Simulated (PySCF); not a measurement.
# J couplings in 2,4-Difluoropyridine

Geometry:
| atom | x (Å) | y (Å) | z (Å) |
| --- | --- | --- | --- |
| F1 | -1.013 | 2.274 | 0.125 |
| C2 | -0.476 | 1.049 | 0.056 |
| C3 | -1.305 | -0.062 | -0.020 |
| C4 | -0.693 | -1.302 | -0.088 |
| N5 | 0.619 | -1.467 | -0.085 |
| C6 | 1.370 | -0.394 | -0.012 |
| F7 | 2.688 | -0.600 | -0.011 |
| C8 | 0.900 | 0.911 | 0.062 |
| H9 | -2.376 | 0.049 | -0.025 |
| H10 | -1.274 | -2.211 | -0.149 |
| H11 | 1.565 | 1.755 | 0.121 |

Couplings: B3LYP/pcJ-1 (spin–dipole term only in couplings to heteroatoms) in PySCF, geometry GFN2-xTB; gas phase, one conformer, non-relativistic. Couplings are averaged over pairs made equivalent by symmetry, fast rotation or ring inversion, so a value needn't be that of the named pair in this geometry, while other rotamers aren't included; one pair stands for each set, and the list holds a selection of those of at least 0.8 Hz over up to four bonds. One-bond C–F couplings come out tens of Hz too large with common functionals.

Isotopes: ¹⁹F, ¹³C, ¹H, ¹⁵N.

```json
{"pair": "F1, C2", "bonds": "1", "J (Hz)": "-331.5"}
{"pair": "C2, C3", "bonds": "1", "J (Hz)": "74.4"}
{"pair": "C2, C8", "bonds": "1", "J (Hz)": "?"}
{"pair": "C3, C4", "bonds": "1", "J (Hz)": "62.1"}
{"pair": "C3, H9", "bonds": "1", "J (Hz)": "174.0"}
{"pair": "C4, N5", "bonds": "1", "J (Hz)": "?"}
{"pair": "C4, H10", "bonds": "1", "J (Hz)": "190.1"}
{"pair": "N5, C6", "bonds": "1", "J (Hz)": "-12.6"}
{"pair": "C6, F7", "bonds": "1", "J (Hz)": "?"}
{"pair": "C6, C8", "bonds": "1", "J (Hz)": "82.6"}
{"pair": "C8, H11", "bonds": "1", "J (Hz)": "176.6"}
{"pair": "F1, C3", "bonds": "2", "J (Hz)": "12.9"}
{"pair": "F1, C8", "bonds": "2", "J (Hz)": "16.6"}
{"pair": "C2, C4", "bonds": "2", "J (Hz)": "3.6"}
{"pair": "C3, H10", "bonds": "2", "J (Hz)": "10.2"}
{"pair": "N5, F7", "bonds": "2", "J (Hz)": "?"}
{"pair": "C6, H11", "bonds": "2", "J (Hz)": "?"}
{"pair": "F1, C4", "bonds": "3", "J (Hz)": "6.0"}
{"pair": "F1, H11", "bonds": "3", "J (Hz)": "?"}
{"pair": "C2, F7", "bonds": "3", "J (Hz)": "6.9"}
{"pair": "N5, H9", "bonds": "3", "J (Hz)": "-1.6"}
{"pair": "C8, H9", "bonds": "3", "J (Hz)": "?"}
{"pair": "C3, F7", "bonds": "4", "J (Hz)": "8.6"}
{"pair": "C4, H11", "bonds": "4", "J (Hz)": "1.1"}
{"pair": "C6, H9", "bonds": "4", "J (Hz)": "-1.0"}
{"pair": "H9, H11", "bonds": "4", "J (Hz)": "?"}
```

Q: Estimate the withheld couplings, with signs.

A: 
- ¹J(C2,C8) = 76.9 Hz (bond length 1.383 Å)
- ¹J(C4,N5) = -3.4 Hz (bond length 1.323 Å)
- ¹J(C6,F7) = -306.0 Hz (bond length 1.334 Å)
- ²J(N5,F7) = -54.1 Hz (angle at C6 116°)
- ²J(C6,H11) = -4.1 Hz (angle at C8 122°)
- ³J(F1,H11) = 9.3 Hz (dihedral angle 0°)
- ³J(C8,H9) = 4.2 Hz (dihedral angle 180°)
- ⁴J(H9,H11) = 1.9 Hz
